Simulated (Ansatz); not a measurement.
A single point on AlF$_{2}$O (`[O][Al]([F])[F]`) radical.

```yaml
crystal:
  periodic: [false, false, false]
  atoms:
    - {symbol: O, position_ang: [0.682884, -0.910852, 1.260038]}
    - {symbol: Al, position_ang: [-0.000600, 0.004340, -0.032429]}
    - {symbol: F, position_ang: [-1.477155, -0.401591, -0.592469]}
    - {symbol: F, position_ang: [0.850369, 1.247904, -0.655340]}
basis:
  gaussian: {orbitals: def2-TZVPP}
magnetization: {spin_polarized: true, initial_magnetization: 1}
hamiltonian: {xc: pbe}
correlation: {method: rpa}
```

```sh
$ ansatz run in.yaml --threads 2 --pin off --events-out ev --progress --plain
```

Shortened log:

```
Functional definition: PBE
872 factors; integrals over basis functions are off by at most 1.1e-3 eV
mean field evaluation 1: about -14066.4303 eV, gradient 4.8e1 eV
mean field evaluation 2: about -14066.4320 eV, gradient 4.8e1 eV
mean field evaluation 4: about -14073.1435 eV, gradient 4.3e0 eV
mean field evaluation 8: about -14073.2167 eV, gradient 2.0e-1 eV
mean field evaluation 16: about -14073.2162 eV, gradient 4.1e-5 eV
mean field -14073.21619057 eV, -517.1811558351 hartree, gradient 2.8e-6 eV, S^2 0.752686; 6 other end points of the search recorded, 0 dependent functions left out
8 core orbitals not correlated: weight in the atoms' cores, before any rotation towards them, 0.999 or more for the frozen orbitals, at most 0.000 for the correlated occupied ones
reference -14038.20390157 eV, -515.8944779462 hartree; 12, 11 occupied and 115, 116 virtual orbitals, 872 factors
Total energy: -14069.69401303 eV, -517.0517181978 hartree
```

Run time 3.8 s (2 threads of a server CPU on a shared host); peak host memory 0.27 GiB.
